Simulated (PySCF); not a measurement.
# Working with the constants of KPb

UHF-CCSD(T) constants of KPb, ⁴Σ⁻ (quartet), unpaired electrons σ ↑, π ↑↑ (K def2-SVP, Pb def2-SVP with ECP60; scalar-relativistic core potentials (PySCF 2.14); masses 38.9637 and 207.9766 u):

| Quantity | Value |
| --- | --- |
| ωe | 122.0 cm⁻¹ |
| ωexe | 0.297 cm⁻¹ |
| Be | 0.044889 cm⁻¹ |
| αe | 0.000199 cm⁻¹ |
| D (centrifugal) | 2.43e-08 cm⁻¹ |
| De to K + Pb | 1.13 eV |

Give the vibrational terms G(v) and spacings up to v = 6.

G(v) = ωe(v+½) − ωexe(v+½)².

```csv
v,G(v) (cm⁻¹),G(v) − G(v−1),Bv (cm⁻¹)
0,60.9,,0.04479
1,182.3,121.4,0.04459
2,303.1,120.8,0.04439
3,423.4,120.2,0.04419
4,543.0,119.6,0.04399
5,662.0,119.0,0.04379
6,780.5,118.4,0.04360
```

How well does the Morse estimate ωe²/(4ωexe) reproduce De, and what is D0?

It gives 1.55 eV, 137 % of the computed De. D0 = De − G(0) = 1.13 − 0.01 = 1.12 eV.

Correlated steps freeze 9 core orbitals. Correlated levels converge slowly with the basis: in double zeta they bind strong bonds too weakly, by up to about 1 eV, and carry superposition errors of some tenths. These are scalar-relativistic numbers at best; spin–orbit coupling would shift them, the dissociation energy most. The state was picked by a PBE0 search and need not be the measured ground state.
